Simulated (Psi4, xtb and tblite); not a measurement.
Two geometries of SMILES CS[SiH2][SiH2][GeH3] (CH₁₀GeSSi₂), relaxed at GFN2-xTB with one dihedral held; other torsions can differ between them too.

Structure A

```
15

C     -2.3089    -2.3211     0.0366
S     -2.2967    -0.7205     0.8985
Si    -0.5599     0.1748    -0.0120
Si     1.3923    -0.9813     0.5094
Ge     1.1064    -2.8558     1.8933
H     -3.1900    -2.8550     0.3763
H     -1.4151    -2.8887     0.2917
H     -2.3654    -2.1593    -1.0358
H     -0.6535     1.5343     0.5033
H     -0.8633     0.2043    -1.4467
H      2.0416    -1.4331    -0.7304
H      2.3482    -0.0696     1.1491
H     -0.0763    -2.7918     2.8127
H      2.2490    -3.1698     2.8129
H      0.8945    -4.1494     1.1548
```

Structure B

```
15

C     -3.5496     0.2276     0.0602
S     -2.1854    -0.7595     0.7418
Si    -0.5020     0.2454    -0.1375
Si     1.3615    -0.8973     0.6139
Ge     3.3035     0.0675    -0.2518
H     -4.4696    -0.2024     0.4416
H     -3.5334     0.1718    -1.0238
H     -3.4545     1.2574     0.3901
H     -0.6266     1.6522     0.2628
H     -0.7492     0.2359    -1.5844
H      1.4622    -0.8901     2.0776
H      1.3383    -2.3099     0.2180
H      3.2892     0.3369    -1.7288
H      4.5623    -0.7277    -0.0725
H      3.6743     1.4061     0.3159
```

Problem. Which is lower in energy at the level Psi4 with B3LYP-D3(BJ)/def2-TZVP // GFN2-xTB, and by how much?

Solution. A is lower, by 0.44 kcal/mol (dihedral S2–Si3–Si4–Ge5: 0° in A, 180° in B).

E(B) − E(A) in kcal/mol at the other levels, on the same two geometries: GFN2-xTB (xtb and tblite) -0.17; B3LYP/def2-TZVP // GFN2-xTB (Psi4) -1.25.
